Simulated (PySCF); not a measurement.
**UHF on Cu²⁺ (copper, charge +2)**

Configuration: [Ar] 3d8 4p1, one real determinant (an excited configuration). Computed with PySCF 2.14 in x2c-TZVPPall with one added diffuse shell each of s, p, d, f type (7s6p5d3f1g, 80 functions), with the spin-free X2C one-electron Hamiltonian (Gaussian nucleus).

| Quantity | Value |
| --- | --- |
| Total energy | -1651.783140 hartree |
| One-electron energy | -2270.3279 hartree |
| Hartree (Coulomb) energy | 684.3278 hartree |
| Exchange energy | -65.7830 hartree |
| ⟨S²⟩ | 3.7518 |
| ⟨L²⟩ | 14.022 |
| Sum of ⟨r⟩ | 17.15 bohr |
| Sum of ⟨r²⟩ | 21.05 bohr² |
| Traceless quadrupole moment −½Σ⟨3z² − r²⟩ along its main axis | -3.33 e·bohr² |
| Langevin diamagnetic susceptibility | -16.7 ×10⁻⁶ cm³/mol |

| shell | electrons | mean orbital energy (hartree) | spread (hartree) | rms radius, mean of both spins (bohr) |
| --- | --- | --- | --- | --- |
| 1s α | 1 | -333.82196 | 0 | 0.0601 |
| 1s β | 1 | -333.81724 | 0 | 0.0601 |
| 2s α | 1 | -43.08104 | 0 | 0.254 |
| 2s β | 1 | -42.99412 | 0 | 0.254 |
| 2p α | 3 | -37.22029 | 0.00298 | 0.228 |
| 2p β | 3 | -37.13260 | 0.00455 | 0.228 |
| 3s α | 1 | -6.59658 | 0 | 0.757 |
| 3s β | 1 | -6.37670 | 0 | 0.757 |
| 3p α | 3 | -4.80263 | 0.00265 | 0.800 |
| 3p β | 3 | -4.53812 | 0.01589 | 0.800 |
| 3d α | 5 | -1.87676 | 0.06863 | 0.958 |
| 3d β | 3 | -1.77004 | 0.01203 | 0.958 |
| 4p α | 1 | -0.77590 | 0 | 2.88 |

⟨L²⟩ = 14.02 against 20 for a pure G term, so this real determinant mixes terms.

Densities and radii are taken from the X2C orbitals without a picture-change correction, which distorts them close to the nucleus.

Spin-orbit constants ζ (cm⁻¹) from the X2C one-electron operator on these orbitals: bare nucleus, nucleus screened by l(l+1)(2l+1)/3 electrons, and screened by the Breit-Pauli mean field of the electrons.

```csv
shell,bare,screened nucleus,mean field
2p,114800,106800,103200
3p,14890,13870,13310
3d,1522,997.5,910.8
4p,882.5,821.7,783.1
```

To first order the Landé constant is A = -162.4 cm⁻¹, so the lowest level has J = 11/2 and lies 0.121 eV below the centre of the term. This holds in LS coupling only.
